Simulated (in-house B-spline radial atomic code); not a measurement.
A calculation on Pt3+: its settings, and results tabulated from the run. All numbers are computed (Dirac-Kohn-Sham LDA VWN5, spherical fractional occupations; Fermi nucleus of rms radius 5.427 fm, inside a hard spherical wall at 3.18 bohr) with an all-electron radial atomic-structure program (B-spline basis), not measured.

Command:
```bash
python run_scf.py task.json out
```
Settings (nuclear radius in fm, mass in u):
```
Z                78
configuration    [Xe] 4f14 5d7
hamiltonian      dirac
method           lda,vwn
spin_polarised   False
nucleus          fermi
rms_radius       5.427
atomic_mass      194.96479
speed_of_light   137.035999084
wall_radius      3.18
```

Output (hartree, bohr):
```
 radial grid: 60 intervals, B-splines of order 8, outer radius 3.18 bohr

 iter        energy (Eh)    residual
    1      -18429.232282    6.83e-01
    2      -18429.822276    1.27e-01
    3      -18430.032727    2.34e-02
    4      -18430.042861    7.69e-03
    5      -18430.042920    6.31e-03
    6      -18430.043423    1.94e-03
    7      -18430.043493    1.57e-04
    8      -18430.043494    2.50e-05
    9      -18430.043494    2.36e-07

 total energy                    -18430.04349
 kinetic                           21069.4436
 electron-nucleus                 -46252.7551
 Hartree                            7099.1383
 exchange-correlation               -345.8703

 first-order corrections (not in the total)
   Gaunt                            23.1726
   retardation                      -2.4601
   frequency dependence             -0.4307
   self-energy                      17.1725
   Uehling                          -3.4260
   Wichmann-Kroll                    0.1470

 orbital      occ     eigenvalue          <r>       <r^2>       <1/r>     <1/r^3>       <r^4>       r_max    small
 1s1/2      2.000     -2875.2849     0.017165 0.000406822     93.8177           - 4.53355e-07     0.01063  8.73e-02
 2s1/2      2.000      -505.7679    0.0717481  0.00615325      23.016           - 6.63608e-05     0.06148  2.00e-02
 2p1/2      2.000      -485.1049    0.0590835  0.00435884     22.9926           - 3.94877e-05     0.04533  2.01e-02
 2p3/2      4.000      -421.6393    0.0675101  0.00554901     18.8567     19602.1 6.03822e-05      0.0526  1.79e-02
 3s1/2      2.000      -119.6655     0.186741   0.0400199     8.44797           -  0.00242296       0.173  6.65e-03
 3p1/2      2.000      -110.3312     0.176874    0.036506     8.36835           -  0.00211469      0.1615  6.60e-03
 3p3/2      4.000       -96.3839     0.192386   0.0429645     7.29088     4531.62  0.00289303      0.1763  5.97e-03
 3d3/2      4.000       -80.7222      0.16765   0.0330051     7.19099     790.263  0.00192658      0.1374  5.86e-03
 3d5/2      6.000       -77.7132     0.172386   0.0347656      6.9435     658.873  0.00211765      0.1414  5.69e-03
 4s1/2      2.000       -26.5984     0.415279    0.194915     3.57321           -   0.0550318      0.3905  2.25e-03
 4p1/2      2.000       -22.6328     0.418025    0.199109     3.46574           -    0.058942      0.3888  2.15e-03
 4p3/2      4.000       -19.3022     0.452172    0.232582     3.08887     1083.25    0.080279      0.4196  1.91e-03
 4d3/2      4.000       -12.7785     0.461969     0.24706     2.88472     168.705   0.0973523       0.413  1.71e-03
 4d5/2      6.000       -12.1590     0.473275    0.259097     2.79711     137.461    0.107011      0.4226  1.65e-03
 5s1/2      2.000        -4.9076     0.951274      1.0156     1.43824           -     1.49826      0.8693  5.56e-04
 5p1/2      2.000        -3.6338       1.0287     1.19465     1.31291           -      2.1257      0.9202  4.75e-04
 5p3/2      4.000        -3.0738      1.12306     1.42186     1.17811      179.19     2.98961       1.001  4.03e-04
 4f5/2      6.000        -3.8159     0.512618    0.320166      2.4075     27.9669    0.214594      0.3821  1.27e-03
 4f7/2      8.000        -3.6889     0.519944    0.329516     2.37305     26.5843    0.227854      0.3868  1.24e-03
 5d3/2      2.800        -1.3409      1.39305     2.18364    0.918144     17.9311     6.91464       1.209  2.52e-04
 5d5/2      4.200        -1.2763      1.42272     2.27158    0.894224     14.4908      7.4041       1.243  2.41e-04
```

Cost of the run: 0.62 s on 1 thread of Arm Neoverse V2, on a shared host.

For the Dirac Hamiltonian the kinetic term is c α·p + (β - 1)c².
